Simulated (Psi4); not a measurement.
C$_{4}$H$_{7}$, charge -1, singlet, at a GFN2-xTB geometry (a gas-phase anion, which may not be bound at this level); BLYP/def2-SV(P) (Psi4 1.11).

Here is a job for Psi4.
```
memory 2 GB

molecule {
-1 1
C     0.00517132    1.09925244   -0.34269289
C    -0.00709196   -1.01871233   -0.00830742
C    -1.07652487    0.07011928    0.08516265
C     1.07848492    0.05524076    0.06995662
H     0.01625217    1.98354431    0.36244730
H    -0.01744288   -1.52642944   -0.97846478
H    -0.00686701   -1.79084704    0.77907723
H    -1.49140270    0.13217959    1.11834808
H    -1.94429847   -0.05926635   -0.58796451
H     1.50871792    0.11146630    1.09717884
H     1.93480455   -0.08604828   -0.61533597
symmetry c1
}

set {
  basis def2-sv(p)
}

energy('blyp')
print_variables()
```

### Question
Predict the main parts of the log of this Psi4 run.

### Answer

```
   => Loading Basis Set <=

    Name: DEF2-SV(P)
    Role: ORBITAL
    Keyword: BASIS

         ---------------------------------------------------------
                                   SCF
               by Justin Turney, Rob Parrish, Andy Simmonett
                          and Daniel G. A. Smith
                              RKS Reference
         ---------------------------------------------------------

  ==> Geometry <==

    Molecular point group: c1
    Full point group: C1

    Geometry (in Angstrom), charge = -1, multiplicity = 1:

       Center              X                  Y                   Z               Mass
    ------------   -----------------  -----------------  -----------------  -----------------
         C            0.005167057881     1.076988543126    -0.321512354199    12.000000000000
         C           -0.007096222119    -1.040976226874     0.012873115801    12.000000000000
         C           -1.076529132119     0.047855383126     0.106343185801    12.000000000000
         C            1.078480657881     0.032976863126     0.091137155801    12.000000000000
         H            0.016247907881     1.961280413126     0.383627835801     1.007825032230
         H           -0.017447142119    -1.548693336874    -0.957284244199     1.007825032230
         H           -0.006871272119    -1.813110936874     0.800257765801     1.007825032230
         H           -1.491406962119     0.109915693126     1.139528615801     1.007825032230
         H           -1.944302732119    -0.081530246874    -0.566783974199     1.007825032230
         H            1.508713657881     0.089202403126     1.118359375801     1.007825032230
         H            1.934800287881    -0.108312176874    -0.594155434199     1.007825032230

  Running in c1 symmetry.

  Rotational constants: A =      0.39158  B =      0.36556  C =      0.21919 [cm^-1]
  Rotational constants: A =  11739.22910  B =  10959.11872  C =   6571.17644 [MHz]
  Nuclear repulsion =  118.740911114027156

  Charge       = -1
  Multiplicity = 1
  Electrons    = 32
  Nalpha       = 16
  Nbeta        = 16

  ==> Algorithm <==

  SCF Algorithm Type is DF.
  DIIS enabled.
  MOM disabled.
  Fractional occupation disabled.
  Guess Type is SAD.
  Energy threshold   = 1.00e-06
  Density threshold  = 1.00e-06
  Integral threshold = 1.00e-12

  ==> Primary Basis <==

  Basis Set: DEF2-SV(P)
    Blend: DEF2-SV(P)
    Number of shells: 38
    Number of basis functions: 70
[...]
   @DF-RKS iter   5:  -156.27981427853427   -1.70299e-01   8.55092e-04 DIIS/ADIIS
   @DF-RKS iter   6:  -156.28156965919180   -1.75538e-03   4.67035e-04 DIIS/ADIIS
   @DF-RKS iter   7:  -156.28208792286543   -5.18264e-04   1.10642e-04 DIIS/ADIIS
   @DF-RKS iter   8:  -156.28211864513273   -3.07223e-05   1.88362e-05 DIIS
   @DF-RKS iter   9:  -156.28211955193601   -9.06803e-07   6.67677e-06 DIIS
   @DF-RKS iter  10:  -156.28211968208254   -1.30147e-07   9.89773e-07 DIIS
  Energy and wave function converged.

  ==> Post-Iterations <==

   Electrons on quadrature grid:
      Ntotal   =   32.0000076075 ; deviation = 7.608e-06

    Orbital Energies [Eh]
    ---------------------

    Doubly Occupied:

[...]
      16A      0.132385

    Virtual:

[...]
    Final Occupation by Irrep:
              A
    DOCC [    16 ]
    NA   [    16 ]
    NB   [    16 ]

  @DF-RKS Final Energy:  -156.28211968208254

   => Energetics <=

    Nuclear Repulsion Energy =            118.7409111140271563
    One-Electron Energy =                -451.0343267451603424
    Two-Electron Energy =                 200.4098394039954769
    DFT Exchange-Correlation Energy =     -24.3985434549448179
    Empirical Dispersion Energy =           0.0000000000000000
    VV10 Nonlocal Energy =                  0.0000000000000000
    Total Energy =                       -156.2821196820825378

Computation Completed

Properties will be evaluated at   0.000000,   0.000000,   0.000000 [a0]

Properties computed using the SCF density matrix

 Multipole Moments:

 ------------------------------------------------------------------------------------
     Multipole            Electronic (a.u.)      Nuclear  (a.u.)        Total (a.u.)
 ------------------------------------------------------------------------------------

 L = 1.  Multiply by 2.5417464519 to convert [e a0] to [Debye]
 Dipole X            :         -0.0044968           -0.0002496           -0.0047464
 Dipole Y            :          0.1418535           -1.3042527           -1.1623992
 Dipole Z            :         -0.7760895            1.2407877            0.4646982
 Magnitude           :                                                    1.2518542

 ------------------------------------------------------------------------------------

  Variable Map:
  ----------------------------------------------------------------------------
[...]
  Array Variable Map:
  ----------------------------------------------------------------------------
[...]
[...]
```
